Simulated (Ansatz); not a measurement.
Total energies of LaF3 from Ansatz at PBE-D4/def2-TZVP, gas phase (1 Eh = 27.2114 eV = 2625.5 kJ/mol). The reference geometry is relaxed at r2SCAN-D4/def2-TZVP.

```
atom   x (Å)   y (Å)   z (Å)
 La1  -0.210  -0.343   0.105
  F2  -0.182  -0.344  -2.045
  F3  -1.341   1.278   0.950
  F4   1.733  -0.591   0.991
```

```csv
state,geometry,energy (Eh)
charge 0 singlet,reference,-331.24069
charge 1 doublet,reference,-330.82130
charge 0 triplet,relaxed at r2SCAN-D4/def2-TZVP,-331.04532
charge 0 quintet,relaxed at r2SCAN-D4/def2-TZVP,-330.80839
```

In the def2 sets La takes a core potential; there is no spin–orbit coupling.

Q: Work out the vertical ionisation energy to the doublet.

A: E(charge 1 doublet) − E(charge 0 singlet) = -330.82130 − (-331.24069) = 0.41939 Eh = 11.41 eV. For comparison, −ε of the highest occupied level is 8.04 eV at this level, 3.37 eV less.

Q: Which of the charge 0 states is lowest, and how far above it are the others?

A: The singlet. triplet: -331.04532 − (-331.24069) = 0.19537 Eh = 512.9 kJ/mol; quintet: -330.80839 − (-331.24069) = 0.43230 Eh = 1135.0 kJ/mol.

At PBE-D4/def2-TZVP the gap within one spin of the charge 1 doublet nearly closes, so an electron or hole may be smeared out by delocalisation error. At PBE-D4/def2-TZVP the gap within one spin of the charge 0 quintet nearly closes, so an electron or hole may be smeared out by delocalisation error. 

The structure comes from a short search, and lower isomers may exist.
